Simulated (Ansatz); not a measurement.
Consider the redistribution: `OB[Si](F)([SiH3])Cl` + `O[SiH](F)[SiH3]` → `OB[SiH](O)F` + `F[Si]([SiH3])([SiH3])Cl`.

Calculated with Ansatz (gas phase, PBE0-D4/def2-TZVP geometries, no zero-point term in ΔE). CCSD(T)/CBS is the MP2 limit (def2-TZVPP, def2-QZVPP) plus CCSD(T) − MP2 in def2-TZVPP, frozen cores. One conformer a species, not always the lowest.

`OB[Si](F)([SiH3])Cl`:

Cartesian coordinates in Å:
```
O 1.381 1.260 1.261
B 0.302 0.570 1.680
Si -0.642 -0.587 0.308
F -2.228 -0.511 0.546
Si -0.205 -0.209 -1.964
Cl -0.063 -2.526 0.734
H 1.820 1.764 1.953
H -0.053 0.625 2.828
H -0.955 -1.188 -2.794
H 1.253 -0.369 -2.206
H -0.611 1.170 -2.345
```

`O[SiH](F)[SiH3]`:

```xyz
9

O    -1.411    0.060    1.292
Si   -0.441    0.758    0.174
F     0.438    1.916    0.851
Si    0.979   -0.916   -0.635
H    -2.159    0.556    1.630
H    -1.252    1.448   -0.865
H     1.940   -0.328   -1.606
H     0.173   -1.956   -1.327
H     1.732   -1.538    0.485
```

`OB[SiH](O)F`:

Z-matrix (Å, degrees):
```
Si
B 1 2.025
F 1 1.607 2 108.8
O 1 1.640 2 106.5 3 118.3
H 1 1.489 2 116.9 3 -118.3
O 2 1.350 1 118.0 3 119.0
H 2 1.204 1 122.3 3 -61.1
H 4 0.958 1 118.6 2 169.0
H 6 0.962 2 113.8 1 179.8
```

`F[Si]([SiH3])([SiH3])Cl`:

Cartesian coordinates in Å:
```
F -0.822 2.079 -0.255
Si -0.364 0.670 0.361
Si -1.635 -1.037 -0.621
Si 1.967 0.486 0.179
Cl -0.826 0.709 2.370
H -3.080 -0.799 -0.370
H -1.223 -2.329 -0.012
H -1.378 -1.082 -2.085
H 2.366 0.501 -1.253
H 2.377 -0.807 0.787
H 2.620 1.610 0.897
```

```csv
level,ΔE (kJ/mol)
SCS-MP2/def2-QZVPP,0.3
CCSD/CBS(def2),0.5
```

Question: What does CCSD(T)/CBS give? (Best estimate.)

Answer: Ansatz gave: +0.4 kJ/mol. The listed levels differ from it by -0.1, 0.1 kJ/mol.

Largest T1 diagnostic among the species: 0.013.
